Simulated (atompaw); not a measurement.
## silicon PAW (atompaw): all-electron and pseudo phase curves

* Element: silicon (Si)
* Generator: atompaw 4.2.0.5
* Type: PAW
* Functional: PBE
* Relativity: scalar-relativistic
* Frozen core: [He]
* Valence charge: 12
* Reference configuration: 2s2 2p6 3s1 3p3
* Partial waves: 2s (bound): rc 0.60 bohr; 3s (bound): rc 0.95 bohr; 2p (bound): rc 0.80 bohr; 3p (bound): rc 0.90 bohr
* Local potential: troulliermartins scheme with l = 2 at 0.5 Ry, radius 0.90 bohr
* Core correction: smooth core density matched at 0.65 bohr
* Augmentation charge: sinc compensation charge, radius 0.75 bohr; PAW radius 0.95 bohr; waves and projectors: custom rrkj gramschmidtortho

The phase is arctan(r·u′/u) with u = r·R(r), unwrapped; energies in Ry, scanned from -12 to 5 Ry. A pole is an energy at which the radial function vanishes at the test radius. The pseudo phase is shifted by a multiple of π to meet the all-electron one at the reference energy, and phase errors are pseudo minus all-electron; the curves can meet again beyond the range given. Levels narrower than the energy grid can be missing from the lists of poles.

```json
{"channel": "s", "radius (bohr)": "0.95", "reference energy (Ry)": "-0.85", "poles, all-electron": "-7.90", "poles, pseudo": "-7.91", "unbroken range about the reference energy with phases within 0.05 rad": "the whole range", "phase error 1 Ry above the reference energy (rad)": "-0.000"}
{"channel": "p", "radius (bohr)": "0.95", "reference energy (Ry)": "-0.34", "poles, all-electron": "-5.12", "poles, pseudo": "-5.12", "unbroken range about the reference energy with phases within 0.05 rad": "the whole range", "phase error 1 Ry above the reference energy (rad)": "-0.000"}
```

Phases in the p channel:

```
E (Ry)  all-electron  pseudo
-12.00         1.099   1.098
-11.76         1.083   1.082
-11.52         1.064   1.063
-11.28         1.043   1.042
-11.04         1.019   1.018
-10.80         0.991   0.990
-10.56         0.959   0.957
-10.32         0.920   0.919
-10.08         0.875   0.873
 -9.84         0.819   0.818
 -9.60         0.750   0.749
 -9.36         0.663   0.662
 -9.12         0.553   0.551
 -8.88         0.410   0.409
 -8.64         0.228   0.227
 -8.40         0.004   0.003
 -8.16        -0.251  -0.251
 -7.92        -0.507  -0.507
 -7.68        -0.735  -0.735
 -7.44        -0.922  -0.922
 -7.20        -1.069  -1.069
 -6.96        -1.184  -1.184
 -6.72        -1.273  -1.273
 -6.48        -1.344  -1.344
 -6.24        -1.402  -1.402
 -6.00        -1.450  -1.450
 -5.76        -1.490  -1.490
 -5.52        -1.524  -1.524
 -5.28        -1.553  -1.554
 -5.04        -1.579  -1.579
 -4.80        -1.602  -1.602
 -4.56        -1.623  -1.623
 -4.32        -1.641  -1.641
 -4.08        -1.658  -1.658
 -3.84        -1.674  -1.674
 -3.60        -1.688  -1.688
 -3.36        -1.702  -1.702
 -3.12        -1.715  -1.715
 -2.88        -1.727  -1.727
 -2.64        -1.738  -1.739
 -2.40        -1.750  -1.750
 -2.16        -1.760  -1.760
 -1.92        -1.771  -1.771
 -1.68        -1.781  -1.781
 -1.44        -1.791  -1.791
 -1.20        -1.801  -1.801
 -0.96        -1.810  -1.810
 -0.72        -1.820  -1.820
 -0.48        -1.830  -1.830
 -0.24        -1.839  -1.839
  0.00        -1.849  -1.849
  0.24        -1.858  -1.859
  0.48        -1.868  -1.868
  0.72        -1.878  -1.878
  0.96        -1.888  -1.888
  1.20        -1.899  -1.899
  1.44        -1.909  -1.909
  1.68        -1.920  -1.920
  1.92        -1.931  -1.931
  2.16        -1.942  -1.943
  2.40        -1.954  -1.955
  2.64        -1.967  -1.967
  2.88        -1.979  -1.980
  3.12        -1.993  -1.993
  3.36        -2.006  -2.007
  3.60        -2.021  -2.022
  3.84        -2.036  -2.038
  4.08        -2.052  -2.054
  4.32        -2.069  -2.071
  4.56        -2.087  -2.090
  4.80        -2.106  -2.109
```
